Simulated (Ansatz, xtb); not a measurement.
## Relative energy of two isomers of C3H10OSi2

We compare a, `C[SiH2][C@@H]([SiH3])C=O`, a singlet, with b, `C[Si](C)([SiH3])C=O`, a singlet. Both are isolated molecules in the gas phase, relaxed with B3LYP-D3(BJ)/def2-SVP; the shapes shown needn't be the lowest conformers.

a (Å):

```xyz
16

C     1.5137    0.3278    0.7802
C    -0.7731   -1.0963   -0.8044
C    -1.6350    0.1170   -0.6563
O    -1.9906    0.5735    0.4078
Si    1.0652   -0.5385   -0.8237
Si   -1.1184   -2.3744    0.5675
H     1.5301   -0.3803    1.6226
H     2.5065    0.7990    0.7054
H     0.7711    1.1079    1.0108
H     1.8969   -1.7564   -1.0495
H     1.2480    0.3815   -1.9866
H    -0.9358   -1.5537   -1.7965
H    -0.5291   -1.9615    1.8687
H    -2.5870   -2.5649    0.7220
H    -0.4924   -3.6645    0.1549
H    -1.9249    0.6241   -1.6142
```

b (Å):

```yaml
atoms:
  - { symbol: C, position_ang: [-0.5800, 1.0761, 1.9859] }
  - { symbol: C, position_ang: [-1.2891, 2.5879, -0.6918] }
  - { symbol: C, position_ang: [1.5543, 1.4194, -0.1798] }
  - { symbol: O, position_ang: [2.3795, 1.1177, 0.6549] }
  - { symbol: Si, position_ang: [-0.3423, 1.1682, 0.1211] }
  - { symbol: Si, position_ang: [-0.8961, -0.8686, -0.9244] }
  - { symbol: H, position_ang: [0.1920, 0.4156, 2.4103] }
  - { symbol: H, position_ang: [-1.5726, 0.6897, 2.2640] }
  - { symbol: H, position_ang: [-0.4560, 2.0736, 2.4382] }
  - { symbol: H, position_ang: [-1.0337, 3.5504, -0.2188] }
  - { symbol: H, position_ang: [-2.3770, 2.4418, -0.5971] }
  - { symbol: H, position_ang: [-1.0515, 2.6591, -1.7654] }
  - { symbol: H, position_ang: [-0.5449, -0.8249, -2.3768] }
  - { symbol: H, position_ang: [-2.3647, -1.1271, -0.8085] }
  - { symbol: H, position_ang: [-0.1627, -2.0054, -0.2925] }
  - { symbol: H, position_ang: [1.8953, 1.8380, -1.1737] }
```

Problem. Estimate E(b) − E(a) at the level CCSD(T)/def2-SVP + ΔMP2/def2-TZVPP.

Solution. Calculated at CCSD(T)/def2-SVP + ΔMP2/def2-TZVPP: E(b) − E(a) = +4.6 kcal/mol, so structure a lies lower.

The same difference at several levels:

```json
{"level": "GFN2-xTB", "geometry": "GFN2-xTB", "E(b) − E(a) (kcal/mol)": "+24.8", "departure from the last row (kcal/mol)": "+20.2", "job, with rough time for the two": "optimisation, 0.32 s"}
{"level": "HF/STO-3G", "geometry": "GFN2-xTB", "E(b) − E(a) (kcal/mol)": "−11.8", "departure from the last row (kcal/mol)": "−16.4", "job, with rough time for the two": "single point, 0.44 s"}
{"level": "r2SCAN-D4/def2-SVP", "geometry": "GFN2-xTB", "E(b) − E(a) (kcal/mol)": "+5.1", "departure from the last row (kcal/mol)": "+0.6", "job, with rough time for the two": "single point, 3.1 s"}
{"level": "B3LYP-D3(BJ)/def2-SVP", "geometry": "B3LYP-D3(BJ)/def2-SVP", "E(b) − E(a) (kcal/mol)": "+4.8", "departure from the last row (kcal/mol)": "+0.3", "job, with rough time for the two": "optimisation, 77 s"}
{"level": "HF/def2-SVP", "geometry": "B3LYP-D3(BJ)/def2-SVP", "E(b) − E(a) (kcal/mol)": "+7.2", "departure from the last row (kcal/mol)": "+2.6", "job, with rough time for the two": "part of the CCSD(T) run"}
{"level": "MP2/def2-SVP", "geometry": "B3LYP-D3(BJ)/def2-SVP", "E(b) − E(a) (kcal/mol)": "+8.2", "departure from the last row (kcal/mol)": "+3.7", "job, with rough time for the two": "part of the CCSD(T) run"}
{"level": "CCSD(T)/def2-SVP", "geometry": "B3LYP-D3(BJ)/def2-SVP", "E(b) − E(a) (kcal/mol)": "+6.5", "departure from the last row (kcal/mol)": "+1.9", "job, with rough time for the two": "single point"}
{"level": "CCSD(T)/def2-SVP + ΔMP2/def2-TZVPP", "geometry": "B3LYP-D3(BJ)/def2-SVP", "E(b) − E(a) (kcal/mol)": "+4.6", "departure from the last row (kcal/mol)": "", "job, with rough time for the two": "single point, 45 s"}
```

As drawn, b has 1 Si–Si, 2 C–H in place of 1 C–C, 2 Si–H.

HF/STO-3G puts the two in the other order. The largest departure from CCSD(T)/def2-SVP + ΔMP2/def2-TZVPP is that of GFN2-xTB, 20.2 kcal/mol. A small imaginary or near-zero mode remains, so no thermal terms are given. The last row adds to CCSD(T) the change of the MP2 difference between the two basis sets, here −1.9 kcal/mol.

The correlated steps freeze 14 core orbitals. Codes used: Ansatz 0.2.0, xtb 6.7.1; the last row on 2 threads of Intel(R) Xeon(R) 6975P-C (Granite Rapids) on a shared host.
